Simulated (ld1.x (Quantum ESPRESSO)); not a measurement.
## Transferability test, TM potential for phosphorus (P)

ld1.x (Quantum ESPRESSO) 7.5 input, shortened:

```
&input
   title='P', zed=15., rel=2, dft='REVPBE', iswitch=3,
   config='[Ne] 3s1 3p4 3d-2', rel_dist='average'
 /
 &inputp
   pseudotype=2, tm=.true., lloc=-1, rcloc=0.55,
   nlcc=.true., rcore=0.25
 /
3
2S  1  0   2.00   0.00  0.70  0.70  0.0
2P  2  1   6.00   0.00  0.75  0.75  0.0
3D  3  2  -2.00  -0.05  0.60  0.60  0.0
 &test
   configts(1)='2s2 2p6 3s1 3p4'
 /
```

Open shells are filled in proportion to 2j + 1 (rel_dist='average').

Occupied shells without a wave of their own: 3p, 3s. They enter only through the test configuration that unscreens the potential, and ld1.x also counts them in the model core charge.

Energies are relative to the spin-unpolarised reference configuration 2s2 2p6 3s1 3p4; without spin polarisation the order of configurations can differ from experiment.

ld1.x takes every shell without a wave as core, so the model core holds the 3p, 3s electrons as well and exchange and correlation see them twice. This cancels in the reference configuration, but the file is broken for other ones, and its errors say nothing about a proper core correction.

```tsv
valence configuration	charge	ΔE all-electron (eV)	error AE − PS (meV)
2s2 2p6 3s2 3p3	0	-8.528	+254
2s2 2p6 3s2 3p2	+1	1.179	+281
2s2 2p6 3s2 3p1	+2	20.304	+96
2s2 2p6 3s2 3p2.5	+0.5	-4.765	+289
2s2 2p6 3s1 3p0	+4	101.899	-1795
2s1 2p6 3s2 3p3	+1	180.124	-118
2s2 2p6 3s2 3p0	+3	50.005	-415
```

Levels in the configuration 2s2 2p6 3s2 3p0:

```csv
level,all-electron (eV),pseudo (eV)
2s j=1/2,-212.483,-212.116
2p j=1/2,-163.570,-163.097
2p j=3/2,-162.647,-162.178
3s j=1/2,-45.551,-46.540
```
